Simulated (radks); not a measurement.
Problem. Species: Ni IV. Configuration: [Ar] 3d5 4p2 (not the ground configuration). Method: Dirac Kohn-Sham, BLYP, spin-unpolarised, spherical densities, point nucleus; open shells are shared between the two j in proportion to 2j + 1; computed with a radial shooting solver on a logarithmic mesh with Libxc functionals. Some entries of the table are withheld. Estimate them.

orbital,occ.,eigenvalue (hartree),<r> (bohr)
1s1/2,2,-304.1262,(1)
2s1/2,2,-38.48210,0.2448
2p1/2,2,-33.87344,0.2131
2p3/2,4,-33.23112,0.2163
3s1/2,2,-6.27930,(2)
3p1/2,2,-4.85806,0.7416
3p3/2,4,-4.77008,0.7502
3d3/2,2,-2.42910,(3)
3d5/2,3,-2.41734,(4)
4p1/2,0.666667,(5),(6)
4p3/2,1.33333,(7),(8)

Solution. 
(1) 1s1/2 <r> (bohr): 0.05409
(2) 3s1/2 <r> (bohr): 0.7218
(3) 3d3/2 <r> (bohr): 0.8085
(4) 3d5/2 <r> (bohr): 0.8116
(5) 4p1/2 eigenvalue (hartree): -1.15177
(6) 4p1/2 <r> (bohr): 2.208
(7) 4p3/2 eigenvalue (hartree): -1.14081
(8) 4p3/2 <r> (bohr): 2.227
